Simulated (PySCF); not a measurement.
Br2Ge, neutral, multiplicity 1.

```xyz
3

Ge     0.0000     0.0000     1.0225
Br     0.0000     1.8107    -0.4674
Br     0.0000    -1.8107    -0.4674
```

Geometry optimised at PBE0-D3(BJ)/def2-SVP. The isomer is the one that the SMILES or the coordinates give; other isomers of the formula were not compared.

Calculation: KT2/pcSseg-2 run with PySCF. Non-relativistic, no solvent.

Computed absolute GIAO shielding of each atom: isotropic value and principal components (ppm):
```csv
atom,σ(iso),σ11,σ22,σ33,span
Ge1,585.9,-101.2,875.9,982.9,1084.1
Br2,1290.7,-165.7,1976.0,2061.7,2227.4
Br3,1290.7,-165.7,1976.0,2061.7,2227.4
```
